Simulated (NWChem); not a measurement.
# CH$_{5}$O$_{2}$Sc; SMILES [CH3][Sc]([OH])[OH]

```xyz
9

Sc     0.0060    -0.0984     0.0000
O      1.7320    -0.7672     0.0000
H      2.5185    -1.3124     0.0000
O     -1.5487    -1.1035     0.0000
H     -2.2059    -1.7992     0.0000
C     -0.2038     2.0988     0.0000
H     -1.2538     2.4418     0.0000
H      0.2861     2.5551    -0.8818
H      0.2861     2.5551     0.8818
```
Atoms are numbered in this order, from 1.

Results from NWChem. Structure relaxed at the PBE0/def2-SVP level. Ions are spin-unrestricted doublets at the neutral geometry; other ion states weren't tried.

For level CAM-B3LYP/def2-SVP:

```yaml
vertical ionisation energy, ΔSCF (eV): 8.72
"−ε(HOMO) (eV)": 7.72
```

**Question.** What are these values for level PBE/def2-SVP?

**Answer.** The vertical ionisation energy, ΔSCF (eV) is 8.36 and the −ε(HOMO) (eV) comes out as 4.92.
